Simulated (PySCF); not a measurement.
In(CCH)3, C₆H₃In.
Bonds: In1–C2, In1–C5, In1–C8, C2–C3, C5–C6, C8–C9. Hydrogens: H4 on C3; H7 on C6; H10 on C9.

Computed, not measured: PBE0-D3(BJ)/def2-SVP geometry optimisation, gas phase, def2 core potentials past Kr in PySCF 2.14.0.

**Question.** List the bond lengths and angles at this level.

**Answer.** 
| bond | length (Å) |
| --- | --- |
| In1–C2, In1–C5, In1–C8 | 2.085 |
| C2–C3, C5–C6, C8–C9 | 1.219 |
| C3–H4, C6–H7, C9–H10 | 1.076 |

Bonds in one row agree within 0.01 Å and their mean is given. A selection of angles:
| angle | degrees |
| --- | --- |
| C2–In1–C5 | 119.8 |
| In1–C2–C3 | 179.9 |
| C2–C3–H4 | 179.9 |

All 3 C–In bonds measure 2.085 Å. All 3 C–C bonds measure 1.219 Å. In1 (indium bonded to 3 C) is planar (angles 120.5°, 119.8° and 119.7°, sum 360.0°, 0.00 Å off the plane of its three neighbours). The 7 heavy atoms lie in one plane (0.008 Å rms).

Stationary, but not proved a minimum.

On an Arm Neoverse V2 with one thread, shared host, this took 57 s of wall time and 0.48 GiB of memory at its peak. These figures are those of the optimisation.
